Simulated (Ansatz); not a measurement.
Cost and result for the atomization energy of `[SH][SnH2][SH]` (7 atoms, 6 bonds).

| atom | x (Å) | y (Å) | z (Å) |
| --- | --- | --- | --- |
| S1 | 1.400 | 0.283 | 1.605 |
| Sn2 | 0.394 | 0.020 | -0.560 |
| S3 | -1.388 | -1.590 | -0.540 |
| H4 | 0.466 | 1.154 | 2.020 |
| H5 | -0.227 | 1.530 | -1.048 |
| H6 | 1.591 | -0.628 | -1.577 |
| H7 | -2.236 | -0.768 | 0.099 |

The species carries charge 0 and has multiplicity 1. Correlated methods include outer-core shells of Sn, which these sets cover unevenly. Sn takes the def2 core potential. Geometry: relaxed with PBE0-D4/def2-TZVP. It is one conformer, not always the lowest. Program: Ansatz. All runs use 2 threads of a server CPU on a shared host. Times are those of one run each, without the atoms' runs, and a repeat can differ threefold. Electronic energies, without spin–orbit coupling; frozen cores. CCSD(T)/CBS adds CCSD(T) − MP2 in def2-TZVPP to the MP2 limit, and its time is that of the two runs behind it. T1 = 0.012. With those shells the extrapolation isn't a true limit. B3LYP takes the VWN-RPA correlation (the form of Gaussian; ORCA's B3LYP/G). HSE06 is the plane-wave form, built on full-range PBE exchange.

CCSD(T)/CBS is a level of theory with its own doubt, some kJ/mol a heavy atom from the limit and from the frozen cores, so smaller differences don't rank the functionals.

```csv
level,functions,wall time,atomization (kcal/mol),difference from CCSD(T)/CBS,per bond
LDA (SPW92)/def2-TZVPP,190,1.7 s,492.5,58.7,9.8
PBE-D4/def2-TZVPP (with forces),190,2.4 s,429.5,-4.3,-0.7
CCSD(T)/def2-SVP,82,2.5 s,388.2,-45.6,-7.6
BHLYP-D4/def2-TZVPP,190,3.1 s,416.2,-17.6,-2.9
HSE06-D4/def2-TZVPP,190,3.2 s,424.7,-9.1,-1.5
CAM-B3LYP-D4/def2-TZVPP,190,3.3 s,425.3,-8.5,-1.4
B3LYP-D4/def2-TZVPP (with forces),190,4.5 s,424.9,-8.9,-1.5
r2SCAN-D4/def2-TZVPP (with forces),190,4.6 s,429.9,-3.9,-0.7
r2SCANh-D4/def2-TZVPP,190,4.8 s,427.2,-6.6,-1.1
ωB97X-V/def2-TZVPP,190,8.5 s,435.2,1.4,0.2
MP2/def2-QZVPP,342,14 s,422.6,-11.2,-1.9
CCSD(T)/def2-TZVPP,190,71 s,417.7,-16.1,-2.7
CCSD(T)/CBS(def2),–,85 s,433.8,0.0,0.0
```

In def2-TZVPP, CCSD(T) changes the Hartree–Fock value by +123.7 kcal/mol (the triples alone add +7.9 kcal/mol) and MP2 by +118.9 kcal/mol; breaking electron pairs costs correlation energy, which Hartree–Fock lacks. At CCSD(T), def2-SVP lies −45.7 kcal/mol from the extrapolated value and def2-TZVPP −16.1 kcal/mol: correlation converges slowly with the basis, and small sets miss more of it in the bonded molecule than in its fragments. From r2SCAN to r2SCAN0 (25 % exact exchange), in def2-TZVPP and without D4, the atomization energy moves by −6.7 kcal/mol: exact exchange takes away binding that semilocal exchange gives to molecules.

Spin–orbit coupling would lower the free Sn atoms strongly, and the atomization energy with them, by more than many differences here. For some Ge, Se and Sn compounds the MP2-based and the directly extrapolated limit differ by 10 to 25 kJ/mol.
